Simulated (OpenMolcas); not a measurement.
Pd2+ (d8) in a complex was computed by SS-CASPT2, IPEA 0.25 Eh, imaginary shift 0.1 Eh with the d shell active (OpenMolcas, ANO-RCC-VDZP on the metal). Its lowest spin-free states, and all those of the highest spin:

```csv
2S+1,Degeneracy,E (cm-1)
3,3,0
3,3,4790
1,3,5330
1,2,6600
3,1,11340
1,1,12470
1,3,12780
3,3,13910
1,3,16310
1,2,20730
1,1,32810
```

Question: Is the site octahedral, tetrahedral or cube-like, axial, or of lower symmetry?

Answer: The states with 2S+1 = 3 have orbital degeneracies 3, 3, 1, 3. Threefold states need a cubic site. For d8 at this spin an octahedron puts the single A2 below the threefold T2 and a tetrahedron or cube puts the threefold T1 below the threefold T2, so the site is a tetrahedron or a cube, which this pattern cannot tell apart. The run had Pd2+ with 4 ligands (chloride) in tetrahedral coordination (Td) at 2.47 Å. A charge of +0.5 e stands 2.6 Å behind each ligand. Ligand basis ANO-RCC-VDZP.

Roots that are degenerate in the reference are averaged as groups; the widest CASPT2 spread within a group is 940 cm-1 (the 3-fold group of multiplicity 3 near 4790 cm-1 above the lowest state of its run). Shifts and gaps below about the spread of the groups concerned are not significant. Over all roots computed the reference weight is 0.69 to 0.73; a low but even weight reflects the number of correlated electrons. An orbital triplet at a regular site is open to Jahn-Teller coupling, which can distort the site and quench the lowest spin-orbit gaps and is left out. Real 4d8 and 5d8 ions are as a rule square planar and diamagnetic. Ligand-to-metal charge-transfer states are missing. With no ligand orbital active B as a rule stays too high, so bands that hang on it stand too high and its fall with covalency is understated. With one d shell and no ligand orbital active, 10Dq can be off by a tenth or more. The distance lies 3 % over the 2.4 Å that this model takes as the normal distance (a Shannon-type radius plus a fixed donor radius); by an R⁻⁵ law this alone changes a d-shell field by about -13 %. No measured value stands beside these numbers; the geometry was imposed, not optimised, and the real ion may take another.
